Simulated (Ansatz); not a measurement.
Consider the formal exchange of groups at a Ge–Cl bond: `[Cl][GeH]([Cl])[Cl]` + CH₄ → `[CH3][GeH]([Cl])[Cl]` + HCl.

Gas-phase electronic energies from Ansatz, PBE0-D4/def2-TZVP geometries. CCSD(T)/CBS is the MP2 limit (def2-TZVPP, def2-QZVPP) plus CCSD(T) − MP2 in def2-TZVPP, frozen cores. This one scheme is used for every species. DFT in def2-TZVPP. For Ge outer-core shells are correlated without core-valence functions, which leaves a few kJ/mol of doubt a bond. Scalar relativity is left out up to krypton.

```
         level  ΔE (kcal/mol)
           PBE           17.6
MP2/def2-QZVPP           16.6
```

What does CCSD(T)/CBS give? (Estimate.)

Computed: +16.1 kcal/mol. The listed levels differ from it by 1.5, 0.5 kcal/mol.

Largest T1 diagnostic among the species: 0.009.

Leaving LDA and LC-ωPBE aside and taking each functional with its dispersion term where it has one, the values, not all of them listed here, spread over 2.0 kcal/mol, from PBE-QIDH to B97M-V. LDA lies −1.5 kcal/mol from PBE without D4. In def2-TZVPP, CCSD(T) changes the Hartree–Fock value by −3.3 kcal/mol (the triples alone add +0.1 kcal/mol) and MP2 by −2.7 kcal/mol.
